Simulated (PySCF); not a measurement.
Basis-set dependence of LiBi at PBE

PySCF, UKS reference; triplet, unpaired electrons π ↑↑; De to Li + Bi without counterpoise correction.

```tsv
basis	relativity	functions	Re (Å)	ωe (cm⁻¹)	De (eV)	μ (D)
def2-SVP	scalar-relativistic core potentials	35	2.703	359	1.48	-5.54
def2-SVPD	scalar-relativistic core potentials	44	2.697	362	1.51	-5.47
aug-cc-pVDZ/aug-cc-pVDZ-PP	scalar-relativistic core potentials	55	2.710	360	1.48	-5.51
```

(1) How does each smaller set differ from the one with most functions, aug-cc-pVDZ/aug-cc-pVDZ-PP?

A positive dipole means Li(−)Bi(+). Spin–orbit coupling is left out, which matters for elements this heavy, above all for dissociation energies. The state is the lowest determinant that a PBE0 search found; another state may lie lower at other levels.

Answers

(1) def2-SVP: -0.7 pm, -0.3 % in ωe, +0.00 eV in De; def2-SVPD: -1.3 pm, +0.6 % in ωe, +0.03 eV in De. All at PBE; the set with most functions is neither the basis-set limit nor always the best.
